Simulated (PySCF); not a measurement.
**How methods differ on the ionisation energy of Sb+**

Sb+ [Kr] 4d10 5s2 5p2 (3P) → Sb(2+) [Kr] 4d10 5s2 5p1 (2P), as a difference of total energies. All numbers are calculated (PySCF 2.14, the spin-free X2C one-electron Hamiltonian (Gaussian nucleus), in x2c-TZVPall (8s6p4d2f, 60 functions)). Correlated levels: valence: [Kr] 4d10 frozen. The calculations carry no spin-orbit coupling.

```tsv
method	ionisation energy (eV)
UHF	16.010
MN15	16.654
PBE0	16.533
MP2 (valence)	16.310
SCS-MP2 (valence)	16.247
```

How much does correlation contribute at MP2 (valence)?

16.310 − (16.010) = 0.300 eV, measured against UHF.

The reference lies between the lowest fine-structure levels, while these numbers refer to the centres of the terms.

Errors of the correlated levels include the incompleteness of this basis and the frozen core.

For comparison: 16.626 ± 0.025 eV (measured; NIST Atomic Spectra Database, ionization energies).
